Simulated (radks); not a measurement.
Results of a calculation; reference values are marked as such.
Correlation energies from several functionals, in hartree. Species: Cd [Kr] 4d10 5s2; Lu30+ [Kr] 4d5; Rb [Kr] 5s1. Level of theory: non-relativistic Kohn-Sham, exchange-only LDA, spin-polarised, spherical densities, point nucleus (a radial shooting solver on a logarithmic mesh with Libxc functionals). Every spin shell is full or empty, so the densities are truly spherical. Functionals are evaluated on that one density, not self-consistently.

functional,Cd,Lu30+,Rb
PW92,-4.5479,-4.7764,-3.3423
PZ,-4.5461,-4.7756,-3.3404
Wigner,-2.5592,-2.1873,-1.9266
Chachiyo,-4.4868,-4.7264,-3.2947
PBE,-2.5306,-2.4180,-1.7958
PBEsol,-2.8675,-2.7584,-2.0525
LYP,-2.4236,-2.2674,-1.7818
PW91,-2.7338,-2.6855,-1.9479
OP (B88),-2.3486,-2.2349,-1.7189
revTPSS,-2.5661,-2.4403,-1.8249
r2SCAN,-2.5543,-2.4286,-1.8123
Tao-Mo,-2.4436,-2.3441,-1.7162
